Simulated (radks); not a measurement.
Task: The mean radii <r> (bohr) of the occupied orbitals of an atom or ion are listed with their occupations. Method: Dirac Kohn-Sham, PBE, spin-unpolarised, spherical densities, point nucleus; computed with a radial shooting solver on a logarithmic mesh with Libxc functionals.

orbital  occ.      <r>
1s1/2       2  0.03343
2s1/2       2   0.1453
2p1/2       2   0.1236
2p3/2       4   0.1284
3s1/2       2   0.4024
3p1/2       2   0.3956
3p3/2       4   0.4062
3d3/2       4   0.3820
3d5/2       6   0.3855
4s1/2       2    1.011
4p1/2       2    1.090
4p3/2       4    1.118
4d3/2       4    1.433
4d5/2       1    1.445

Name the element and its charge. Open shells, if any, fill j = l - 1/2 first.

Result: Z = 44, ruthenium, charge +3: Ru3+ in [Kr] 4d5. The 1s radius gives Z: for a bare nucleus <r> = (2 gamma + 1)/(2Z) with gamma = sqrt(1 - (Z/c)^2), 0.03289 bohr for Z = 44, and screening makes it slightly larger (0.03343 here). The occupations add up to 41, and the charge is Z minus that.
